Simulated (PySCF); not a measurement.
C²⁺ (carbon, charge +2): BP86 calculation

Configuration: [He] 2s2, closed-shell 1S. Computed with PySCF 2.14 in x2c-TZVPall, with the spin-free X2C one-electron Hamiltonian (Gaussian nucleus).

| Quantity | Value |
| --- | --- |
| Total energy | -36.5213 hartree |
| One-electron energy | -44.1662 hartree |
| Hartree (Coulomb) energy | 12.0627 hartree |
| Exchange-correlation energy | -4.4178 hartree |
| ⟨S²⟩ | 0.0000 |
| ⟨L²⟩ | 0.000 |
| Sum of ⟨r⟩ | 3.260 bohr |
| Sum of ⟨r²⟩ | 4.558 bohr² |
| Langevin diamagnetic susceptibility | -3.61 ×10⁻⁶ cm³/mol |
| Time after the integrals | 0.09 s of wall time on 1 thread of Neoverse-V1 (shared host) |

```tsv
shell	electrons	mean orbital energy (hartree)	rms radius, mean of both spins (bohr)
1s	2	-11.34607	0.313
2s	2	-1.48649	1.48
```
